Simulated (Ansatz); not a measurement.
`C[O][Sb]([F])[SiH3]` + HCl → `C[O][Sb]([SiH3])[Cl]` + H–F at 400 K and 1 bar (ligand exchange at the Sb–F bond).

Calculated with Ansatz (gas phase, PBE0-D4/def2-TZVP geometries, no zero-point term in ΔE). CBS: MP2 limit from def2 TZ/QZ plus the TZ coupled-cluster correction, frozen cores. This one scheme is used for every species. Elements past krypton have def2 core potentials. For Sb outer-core shells are correlated without core-valence functions, which leaves a few kJ/mol of doubt a bond. Each species was taken in one conformer, which may not be the lowest.

```tsv
species	CCSD(T)/CBS energy (Eh)	H − E (kJ/mol)	S (J/(mol·K))
`C[O][Sb]([F])[SiH3]`	-745.74684	218.6	445.8
HCl	-460.38127	29.6	195.4
`C[O][Sb]([SiH3])[Cl]`	-1105.74568	217.8	454.8
H–F	-100.39570	36.5	182.2
```

H − E and S are ideal-gas, rigid-rotor, harmonic terms from PBE0-D4/def2-TZVP, for one conformer and one mirror image of each species. 1 Eh = 2625.50 kJ/mol, R = 8.31446 J/(mol·K).

**Question.** By hand: ΔE, ΔH, ΔS and ΔG.

**Answer.** ΔE = (-1105.74568) + (-100.39570) − (-745.74684) − (-460.38127) = -0.01327 Eh = -34.8 kJ/mol. Δ(H − E) = 217.8 + 36.5 − 218.6 − 29.6 = 6.1, so ΔH = -28.7 kJ/mol. ΔS = 454.8 + 182.2 − 445.8 − 195.4 = -4.2 J/(mol·K). ΔG = -28.7 − 400 × (-4.2)/1000 = -27.0 kJ/mol.

**Question.** By hand: the equilibrium constant, and the temperature at which ΔG would vanish if ΔH and ΔS stayed fixed.

**Answer.** log₁₀ K = −ΔG/(RT ln 10) = 3.5. ΔG = 0 at ΔH/ΔS = 6833 K, far beyond where these terms or the molecules hold.

The number of gas molecules stays the same, so ΔS is small and ΔH decides. A doubt of 5 kJ/mol in ΔE shifts log₁₀ K by 0.7 here. Other conformers and mirror images would add mixing entropy, several J/(mol·K) or more a flexible species. These are equilibria of isolated gas molecules and say nothing of rates. Largest T1 diagnostic: 0.015 (customary marks: 0.02 for closed shells, 0.045 for open ones).
